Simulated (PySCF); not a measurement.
## Simulated absorption spectrum

Compound: CH6NPSi.
SMILES: `C(/[SiH2]P)=N/[H]`

Method used: TDDFT CAM-B3LYP/def2-SVPD, vertical, gas phase, core orbitals frozen in the response (PySCF 2.14.0, density-fitted response routines). One conformer (not necessarily the lowest) at the GFN2-xTB geometry, without solvent, vibrations or thermal averaging. Torsions of this conformer, `[H]/[N:1]=[CH:2]\[SiH2:3][PH2:4]`: N1–C2–Si3–P4 107°, H–P4–Si3–C2 55°, H–P4–Si3–C2 -38°.

Each state is given a Gaussian of 0.4 eV full width at half maximum, with ε(max) = 2.175×10⁸ f / Δν̃ (Δν̃ the width in cm⁻¹). The width is an assumption, not a result. The curve ends short of the highest state used, and states not computed would add to its high-energy end.

```tsv
E (eV)	ε (L mol⁻¹ cm⁻¹)
3.63	1
3.72	3
3.81	13
3.90	43
3.99	104
4.08	190
4.17	261
4.26	272
4.36	205
4.45	118
4.54	51
4.63	17
4.72	4
4.81	1
4.90	0
4.99	0
5.08	0
5.17	0
5.27	0
5.36	0
5.45	0
5.54	0
5.63	0
5.72	4
5.81	31
5.90	164
5.99	668
6.08	2071
6.18	5293
6.27	9267
6.36	12466
6.45	13144
6.54	11608
6.63	10170
6.72	10613
6.81	12193
```

Task: Where are the band maxima, and which computed states make them?

Result: 293 nm (4.23 eV), ε about 280, made up of S1 (100%); 193 nm (6.43 eV), ε about 13000, made up of S3 (84%) and S4 (12%) (ε in L mol⁻¹ cm⁻¹; maxima over ε = 5, shares over 10%). At its high-energy end, 6.81 eV, the curve is still rising (ε about 12000, from S5 and S6). The states used: S1 4.23 eV (f 0.0041); S2 6.30 eV (f 0.0039); S3 6.40 eV (f 0.167); S4 6.52 eV (f 0.027); S5 6.87 eV (f 0.147); S6 6.96 eV (f 0.036); S7 7.21 eV (f 0.025); S8 7.41 eV (f 0.021).

Task: What would ε be at 6.43 eV, the highest of these maxima, with half the width (0.2 eV)?

Result: About 23400 L mol⁻¹ cm⁻¹ against 13200, a factor of about 1.8; a lone state at its own centre would give exactly 2.

Task: Coming from long wavelengths, where does ε first pass 100 L mol⁻¹ cm⁻¹?

Result: At about 311 nm (3.99 eV), 0.24 eV below S1.

Task: On this curve, what absorbance would a 10⁻³ mol/L sample give at 266 nm over a 1 cm path?

Result: 266 nm is 4.661 eV, where ε is about 11 L mol⁻¹ cm⁻¹, so A = ε c l ≈ 0.011 (Beer–Lambert, with the gas-phase spectrum and the assumed width).

The run took 16 s of wall time (grids of density and orbitals included) on one thread, Arm Neoverse V1 (aarch64), no GPU, shared host with 32 logical CPUs at a one-minute load of 25, and the process peaked at 0.56 GiB of memory.
